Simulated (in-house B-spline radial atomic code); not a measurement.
Results of a calculation; reference values are marked as such.
# Impurity-limited mobility of n-type InAs at n = 2.4713e16 cm⁻³, compensation 0.5

For InAs the NSM archive of the Ioffe Institute lists m* = 0.023 m0 and ε = 15.15.

One parabolic, isotropic band at zero temperature, uniform dielectric constant, impurities scattering independently, no phonons and no central-cell term; real bands flatten as E_F rises, which lowers the mobility at the highest densities. In effective units each ion is a point charge Z in an electron gas; its screened potential is solved self-consistently in the LDA with open boundaries (B-splines, partial waves to l = 16), which gives the phase shifts δ_l at the Fermi level.

Problem. Put the electron gas into effective units.

Solution. a* = 0.0529177 nm × 15.15/0.023 = 34.86 nm and Ha* = 27211.386 meV × 0.023/15.15² = 2.727 meV. From 4π (r_s a*)³/3 = 1/n, r_s = 0.611. Then k_F = 1.91916/r_s = 3.1410 per a*, E_F = k_F²/2 = 4.9330 Ha* = 13.5 meV, and Mott's number n^(1/3) a* = 1.015.

Self-consistent phase shifts (rad):

```csv
l,"donor, Z = +1","acceptor, Z = −1"
0,0.4358,-0.3837
1,0.1457,-0.1447
2,0.0582,-0.0613
3,0.0252,-0.0273
4,0.0114,-0.0125
5,0.0053,-0.0058
6,0.0025,-0.0028
7,0.0012,-0.0013
8,0.0006,-0.0006
```

With all partial waves the Friedel sums are 1.000 and -1.001, and Σ (l + 1) sin²(δ_l − δ_(l+1)) is 0.10137 for the donor and 0.07456 for the acceptor. The screened donor binds no level.

Problem. Find the transport cross sections, and compare them with the Born approximation for Thomas-Fermi screening (Brooks-Herring).

Solution. σ_tr = (4π/k_F²) × sum: 0.1291 a*² for the donor and 0.09497 a*² for the acceptor. Thomas-Fermi gives q_s² = 4k_F/π = 3.9993, so b = 4k_F²/q_s² = 9.868, and σ_Born = (2π/k_F⁴)(ln(1 + b) − b/(1 + b)) = 0.06455 × 1.4778 = 0.09539 a*² for either sign. The donor scatters 1.35 times and the acceptor 1.00 times as much. Two things differ from Brooks-Herring. First order with Lindhard's response and the LDA kernel gives 1.21 times σ_Born for either sign: screening weakens at large momentum transfer, and the exchange-correlation potential of the screening charge adds to the ion's own, which is the larger part in a thin gas. Higher orders then split the signs, leaving the donor at 1.12 and the acceptor, which keeps the electrons out, at 0.83 of that.

Problem. With N_A/N_D = 0.5 and n = N_D − N_A, what are the mobility and the resistivity?

Solution. N_D = 4.94e16 and N_A = 2.47e16 cm⁻³. μ = e/(ħ k_F Σ N σ_tr), with e/ħ = 15.193 cm²/(V·s) per nm². Here k_F = 0.09011 nm⁻¹, a*² = 1215 nm², 1 cm⁻³ = 1e-21 nm⁻³, and Σ N σ_tr = 0.01061 nm⁻¹, a mean free path of 94.3 nm. So μ = 15900 cm²/(V·s) and ρ = 1/(n e μ) = 0.0159 Ω·cm. Brooks-Herring would give 19600 cm²/(V·s). k_F times the mean free path is 8.5.
